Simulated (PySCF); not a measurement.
## C⁺: ionisation energy

C⁺ [He] 2s2 2p1 (2P) → C²⁺ [He] 2s2 (1S), as a difference of total energies. All numbers are calculated (PySCF 2.14, no relativity, point nucleus, in dyall-av3z (15s9p3d2f, 71 functions)). Correlated levels: valence: 1s2 frozen; virtual orbitals above 40 to 60 times the deepest correlated orbital energy dropped. The calculations carry no spin-orbit coupling.

| method | ionisation energy (eV) |
| --- | --- |
| UHF | 24.171 |
| LDA | 24.776 |
| PBE0 | 24.837 |
| r2SCAN | 25.003 |
| B97-3 | 24.817 |
| PW91 | 24.954 |
| BHandHLYP | 24.876 |
| MP2 (valence) | 24.384 |
| SCS-MP2 (valence) | 24.340 |

Estimate what PBE gives.

24.856 eV, closest to PBE0 among the rows shown.

Estimate what M06-L gives.

24.920 eV, closest to PW91 among the rows shown.

A first-order spin-orbit estimate (lowest level to lowest level, LS coupling) adds 0.005 eV.

Errors of the correlated levels include the incompleteness of this basis and the frozen core.

For comparison: 24.383 eV (measured; NIST Atomic Spectra Database, ionization energies).
